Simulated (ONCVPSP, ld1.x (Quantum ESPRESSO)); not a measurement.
## Potentials for S compared

Generated with ld1.x 7.5 (TM, RRKJ, ultrasoft, PAW), atompaw 4.2 or ONCVPSP 4.0.1. The cutoff is in Ry: for ld1.x and atompaw files where the sum of valence levels is converged to 10 mRy in a Bessel basis, for ONCV files where the hardest occupied wave has 1 mHa per electron of residual kinetic energy. The error is the largest all-electron minus pseudo excitation energy over each file’s own four to seven test configurations (ionisations up to +4, promotions, holes and added fractions of an electron), all of which were solved. The labels leave out finer settings (local radius, basis sizes, second energies), which also bear on the numbers. Spin-polarised tests are not counted. The rows are a selection from randomly drawn settings: files with unsolved tests, undetermined cutoffs or missed reference levels are left out.

A true bound ghost makes a file unfit for plane-wave use even where its test errors are small: the radial tests pick states by their node count and pass the ghost by.

```csv
potential,cutoff (Ry),largest error (meV),bound ghosts
"ultrasoft, PBE, scalar-relativistic, rc 1.20/1.80 (sp), local smoothed, core correction yes, reference 3s2 3p4",18,+163,s
"ONCV, PBEsol, scalar-relativistic, rc 1.50/1.30 (sp), local p, core correction yes, reference 3s2 3p4, qcut 5.4/7.3, projectors 2/0",26,+114,none
"ONCV, PBE, scalar-relativistic, rc 1.45/1.25/1.30 (spd), local smoothed, core correction yes, reference 3s2 3p4, qcut 5.6/7.7/6.8, projectors 1/2/2",60,+26,p
"ONCV, PBE, scalar-relativistic, rc 1.20/1.20 (sp), local p, core correction yes, reference 3s2 3p4, qcut 4.6/6.1, projectors 3/0",32,+40,s
"ONCV, PBE, scalar-relativistic, rc 1.15/1.45/1.45 (spd), local smoothed, core correction yes, reference 3s2 3p3, qcut 6.3/5.9/7.9, projectors 2/1/1",29,+44,s
"RRKJ, PBE, fully relativistic, rc 1.55/1.36/1.50 (spd), local s, core correction yes, reference 3s2 3p4",40,+230,none
```

Question: Fill in the row for S: ONCV, PW91, scalar-relativistic, rc 1.55/1.65/1.50 (spd), local smoothed, core correction yes, reference 3s2 3p4, qcut 3.3/4.2/7.3, projectors 2/2/2.

Answer: cutoff 161 Ry, largest error +57 meV, bound ghosts: none.

Question: Fill in the row for S: ONCV, LDA (Perdew-Wang 92), scalar-relativistic, rc 0.96/0.90/0.90 (spd), local d, core correction yes, reference 2s2 2p6 3s2 3p2, qcut 18.6/17/13.7, projectors 3/2/0.

Answer: cutoff 221 Ry, largest error +11 meV, bound ghosts: none.

Question: Fill in the row for S: ONCV, PBE, fully relativistic, rc 0.90/0.65/0.80 (spd), local smoothed, core correction yes, reference 2s2 2p6 3s1.5 3p4.5, qcut 13.3/21.2/10.4, projectors 2/3/2.

Answer: cutoff 364 Ry, largest error +7.7 meV, bound ghosts: none.
